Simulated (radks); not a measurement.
Values are calculated unless marked as measured or tabulated.
Question: Ionisation of Tm+, [Xe] 4f13 6s1, to Tm2+, [Xe] 4f13, under several functionals. Scalar-relativistic Kohn-Sham, spin-polarised, spherical densities, finite nucleus; open shells are filled with parallel spins first (spin-orbit coupling, left out, can overturn this in heavy ions); a radial shooting solver on a logarithmic mesh with Libxc functionals. The NIST Atomic Spectra Database gives 12.07 eV (semi-empirical). Rank these functionals by the error of their Delta-SCF ionisation energy: exchange-only PBE; XLYP; LDA (Slater exchange, Perdew-Wang correlation); BP86; exchange-only LDA.

Answer: From best to worst: exchange-only PBE 12.010 eV (-0.055); exchange-only LDA 11.809 eV (-0.256); BP86 12.356 eV (+0.291); XLYP 12.446 eV (+0.381); LDA (Slater exchange, Perdew-Wang correlation) 12.515 eV (+0.450). Open shells are spherical and high-spin; term and fine-structure splittings are not resolved. Spin-orbit splitting is averaged out at the scalar-relativistic level.
